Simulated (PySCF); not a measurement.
Te(F)(SeH) (FHSeTe), SMILES [Te](F)[SeH]. Geometry optimised at PBE0-D3(BJ)/def2-TZVP. The def2 effective core potentials stand for the cores of Te; spin–orbit coupling is left out. Other conformers were not sampled.

These are PBE0-D3(BJ)/def2-TZVP run with PySCF values and carry that method's errors.

Harmonic wavenumbers (cm⁻¹): 150, 266, 355, 599, 709, 2396. Rotational constants (GHz): 8.737, 1.509, 1.301; symmetry number 1.

Task: Work out the zero-point energy and the ideal-gas rigid-rotor harmonic-oscillator thermochemistry at 298.15 K and 1 atm.

Result: ZPE = ½ Σ hcν = ½ × 4475 cm⁻¹ = 6.40 kcal/mol. H − E(el) = 9.85 kcal/mol. Entropy in cal/(mol K): translation 42.16, rotation 27.33, vibration 6.19, total 75.67. G − E(el) = -12.71 kcal/mol. Cp = 15.00 cal/(mol K). Modes under 150 cm⁻¹ make the vibrational entropy uncertain.
